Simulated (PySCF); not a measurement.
**Mayer bond orders and bond lengths**

Compound: C3H8O3Si.
SMILES with atom numbers: `[CH3:1][C:2](=[O:3])[O:4][CH2:5][O:6][SiH3:7]` (hydrogens: H8, H9, H10 on C1; H11, H12 on C5; H13, H14, H15 on Si7)

Cartesian coordinates in Å at the GFN2-xTB level; atoms count from 1:
```
atom  x, y, z in Å
C1     2.3671    0.3449    0.5999
C2     1.1022    0.1996   -0.1971
O3     0.5854    1.0667   -0.8485
O4     0.6184   -1.0511   -0.1180
C5    -0.5598   -1.3163   -0.8612
O6    -1.6893   -0.8650   -0.2493
Si7   -2.2151    0.6742   -0.0353
H8     3.2074    0.0572   -0.0298
H9     2.4940    1.3808    0.8997
H10    2.3417   -0.3112    1.4642
H11   -0.6096   -2.4087   -0.9317
H12   -0.4470   -0.8709   -1.8618
H13   -1.4422    1.3664    0.9947
H14   -3.5497    0.3245    0.4315
H15   -2.2077    1.4168   -1.2905
```

Bond orders from the PBE0/pcSseg-1 density (PySCF). One conformer (not necessarily the lowest) at the GFN2-xTB geometry, without solvent, vibrations or thermal averaging.

(1) Where do the orders between heavy atoms depart from those drawn in the SMILES?

(2) Set the Mayer orders of the bonds beside their lengths.

Answers

(1) The largest departure is 0.136, at O4–C5 (drawn single, 0.864). Drawn single, order below 0.88: O4–C5 (0.864).

(2) 
```json
{"bond": "C1–C2", "drawn as": "single", "length (Å)": "1.502", "Mayer order": "1.000"}
{"bond": "C2–O3", "drawn as": "double", "length (Å)": "1.201", "Mayer order": "1.908"}
{"bond": "C2–O4", "drawn as": "single", "length (Å)": "1.343", "Mayer order": "1.094"}
{"bond": "O4–C5", "drawn as": "single", "length (Å)": "1.418", "Mayer order": "0.864"}
{"bond": "C5–O6", "drawn as": "single", "length (Å)": "1.362", "Mayer order": "0.978"}
{"bond": "O6–Si7", "drawn as": "single", "length (Å)": "1.641", "Mayer order": "0.897"}
{"bond": "C1–H8", "drawn as": "single", "length (Å)": "1.089", "Mayer order": "0.937"}
{"bond": "C1–H9", "drawn as": "single", "length (Å)": "1.086", "Mayer order": "0.957"}
{"bond": "C1–H10", "drawn as": "single", "length (Å)": "1.085", "Mayer order": "0.953"}
{"bond": "C5–H11", "drawn as": "single", "length (Å)": "1.096", "Mayer order": "0.949"}
{"bond": "C5–H12", "drawn as": "single", "length (Å)": "1.101", "Mayer order": "0.948"}
{"bond": "Si7–H13", "drawn as": "single", "length (Å)": "1.462", "Mayer order": "0.920"}
{"bond": "Si7–H14", "drawn as": "single", "length (Å)": "1.456", "Mayer order": "0.928"}
{"bond": "Si7–H15", "drawn as": "single", "length (Å)": "1.458", "Mayer order": "0.927"}
```

Bonds between the same two heavy elements. C–O: lowest O4–C5 (0.864, 1.418 Å), highest C2–O3 (1.908, 1.201 Å).

Sum the orders of all bonds at each heavy atom with more than one neighbour and set the sums beside the valence in the SMILES.

C1 3.847 (drawn 4), C2 4.002 (drawn 4), O4 1.958 (drawn 2), C5 3.739 (drawn 4), O6 1.875 (drawn 2), Si7 3.672 (drawn 4). Orders between atoms that aren't bonded are not in these sums.

The Mayer order sums products of elements of PS (density times overlap matrix) between the two atoms' basis functions, so it depends on the basis set.
